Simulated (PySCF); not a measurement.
**Deuteron quadrupole couplings in `C=CC1=CCPC1`**

Species: C6H9P.
Cartesian coordinates in Å at the GFN2-xTB level; atoms count from 1:
```xyz
16
C6H9P angstrom
C      2.633   -0.228   -0.407
C      1.669   -0.178    0.506
C      0.251   -0.091    0.225
C     -0.696   -0.121    1.166
C     -2.116   -0.067    0.707
P     -2.055    0.508   -1.069
C     -0.265   -0.001   -1.188
H      2.428   -0.211   -1.464
H      3.670   -0.294   -0.126
H      1.923   -0.205    1.558
H     -0.484   -0.215    2.220
H     -2.574   -1.063    0.753
H     -2.736    0.600    1.310
H     -1.750    1.837   -0.725
H      0.287    0.717   -1.797
H     -0.192   -0.978   -1.680
```

Level: PBE0/pcSseg-1 (PySCF, non-relativistic); Q(2H) = 0.00286 b; rigid geometry, the same for H and D, with no vibrational averaging.

**Question.** Rank these positions by the coupling χzz of a deuteron there, largest first.
A. H10 (vinylic hydrogen)
B. H14 (P–H hydrogen)
C. H13 (methylene hydrogen)
D. H9 (vinylic hydrogen)
E. H11 (vinylic hydrogen)
F. H16 (methylene hydrogen)

**Answer.** D (228 kHz), E (223 kHz), A (216 kHz), C (206 kHz), F (202 kHz), B (127 kHz).

**Question.** What are Vzz, η and χzz (234.96 MHz × Q × Vzz) at all hydrogens?

**Answer.** 
```tsv
atom	bonded to	bond length (Å)	Vzz (au)	η	χzz (kHz)
H8	C1	1.077	0.3376	0.06	227
H9	C1	1.076	0.3387	0.05	228
H10	C2	1.083	0.3213	0.06	216
H11	C4	1.079	0.3322	0.06	223
H12	C5	1.097	0.2996	0.01	201
H13	C5	1.092	0.3071	0.02	206
H14	P6	1.406	0.1890	0.09	127
H15	C7	1.091	0.3078	0.02	207
H16	C7	1.096	0.3009	0.01	202
```

**Question.** Average by the element that carries the hydrogen.

**Answer.** on C: 214 kHz over 8 positions, mean bond length 1.086 Å; on P: 127 kHz over 1 position, mean bond length 1.406 Å.

**Question.** How does χzz go with the bond length over the 8 C–H bonds?

**Answer.** A straight-line fit has a slope of -12.7 kHz for each 0.01 Å, with a correlation coefficient of -1.00, over lengths from 1.076 to 1.097 Å. The longer bonds have the smaller couplings here.

**Question.** Give the 2H NMR doublet splittings at H9 for a magnetic field along the z, y and x axes of the gradient: 3χ/2, 3χ(1 + η)/4, 3χ(1 − η)/4.

**Answer.** With |χ| = 227.6 kHz and η = 0.051: 341, 179 and 162 kHz, to first order and without motion.

Isolated species at its GFN2-xTB geometry (one conformer only). GFN2-xTB bond lengths can be off by several hundredths of an ångström, more for odd bonds, and the gradients follow them. With so small a basis the couplings can be 20 % off.
